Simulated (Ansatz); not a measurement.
Zr(Me)(H)3 (CH6Zr), SMILES [CH3][ZrH3], multiplicity 1.

Geometry optimised at B3LYP-D3(BJ)/def2-TZVP. The multiplicity is an assumed one; no other spin state was optimised. The structure was generated by enumeration; whether it is a known compound was not checked. The def2 effective core potentials stand for the cores of Zr; spin–orbit coupling is left out.

Two levels are set side by side: PBE/def2-TZVPD (Ansatz, an electronic-structure program) and PBE0/def2-TZVPD (Ansatz). Energy differences of separate SCF runs at the same geometry; the states with an electron removed or added have multiplicity 2 and 2. Differences are taken from unrounded values.

```
quantity                            PBE
---------------------------------  ----
vertical ionisation energy (eV)    9.80
vertical singlet–triplet gap (eV)  3.52
```

Q: These are the PBE values. What does PBE0 give? (The exact figures need the calculation; the answer reports its results.)

A: 
```tsv
quantity	PBE0	PBE minus PBE0
vertical ionisation energy (eV)	10.14	-0.33
vertical singlet–triplet gap (eV)	3.82	-0.30
```
